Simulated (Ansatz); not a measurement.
Program: Ansatz. Geometries: PBE0-D4/def2-TZVP. ΔE: electronic, gas phase. CCSD(T)/CBS is the MP2 limit (def2-TZVPP, def2-QZVPP) plus CCSD(T) − MP2 in def2-TZVPP, frozen cores. This one scheme is used for every species, atoms too. DFT in def2-TZVPP. No spin–orbit coupling; open shells (•) take unrestricted orbitals. Spin–orbit coupling would lower the free atoms: a little for C; strongly for Sn. Elements past krypton have def2 core potentials. Bonds to Sn are less sure, by a few kJ/mol each and by 10 to 20 or more in all where they break to atoms, as the def2 sets lack core-valence functions.

Reaction (atomization): `C[CH2][SnH3]` → 2 C• + 8 H• + Sn•

```json
{"level": "r2SCANh-D4", "ΔE (kJ/mol)": "3554.9"}
{"level": "B2PLYP", "ΔE (kJ/mol)": "3525.6"}
```

(1) What does CCSD(T)/CBS give? (Best estimate.)

Largest T1 diagnostic among the species: 0.012.

Answers

(1) The calculation gave: +3585.8 kJ/mol. The listed levels differ from it by -30.9, -60.2 kJ/mol.

From r2SCAN to r2SCAN0 (25 % exact exchange), in def2-TZVPP and without D4, ΔE moves by −23.6 kJ/mol: exact exchange takes away binding that semilocal exchange gives to molecules. At CCSD(T), def2-SVP lies −179.7 kJ/mol from the extrapolated value and def2-TZVPP −71.6 kJ/mol: correlation converges slowly with the basis, and small sets miss more of it in the bonded molecule than in its fragments.

For atomizations the MP2-based limit and the directly extrapolated one differ by several kJ/mol either way, and by 10 to 25 for some Ge, Se and Sn compounds, so smaller differences from it don't rank the levels.
